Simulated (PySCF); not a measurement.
C2H7O, SMILES [OH2+]CC, charge +1.

The structure is a stationary point at B3LYP-D3(BJ)/def2-TZVP. The isomer is the one that the SMILES or the coordinates give; other isomers of the formula were not compared.

All values below come from TDDFT-PBE/def2-SVPD in PySCF 2.14.0.

Vertical excitations. Isolated molecule, no solvent. State labels are in the subgroup Cs.

| state | symmetry | energy (eV) | λ (nm) | f | main pairs |
|---|---|---|---|---|---|
| S1 | A" | 7.49 | 166 | 0.000 | HOMO→LUMO 100 % |
| S2 | A' | 8.21 | 151 | 0.028 | HOMO−1→LUMO 73 %, HOMO−2→LUMO 25 % |
| S3 | A' | 8.29 | 150 | 0.069 | HOMO−2→LUMO 75 %, HOMO−1→LUMO 23 % |
| S4 | A" | 9.15 | 136 | 0.010 | HOMO→LUMO+1 99 % |
| S5 | A' | 9.62 | 129 | 0.022 | HOMO→LUMO+2 95 % |
| S6 | A' | 9.79 | 127 | 0.047 | HOMO−1→LUMO+1 88 % |
| S7 | A' | 9.99 | 124 | 0.013 | HOMO−2→LUMO+1 94 % |
| S8 | A" | 10.08 | 123 | 0.004 | HOMO−1→LUMO+2 99 % |
| S9 | A" | 10.22 | 121 | 0.000 | HOMO−3→LUMO 97 % |
| S10 | A" | 10.33 | 120 | 0.023 | HOMO−2→LUMO+2 98 % |
| T1 | A" | 7.32 | 169 | 0 | HOMO→LUMO 99 % |
| T2 | A' | 7.71 | 161 | 0 | HOMO−1→LUMO 94 % |
| T3 | A' | 7.95 | 156 | 0 | HOMO−2→LUMO 94 % |
| T4 | A" | 8.84 | 140 | 0 | HOMO→LUMO+1 98 % |
Triplets are in the Tamm–Dancoff approximation, which puts them higher than full response would, so one can lie above its singlet here.
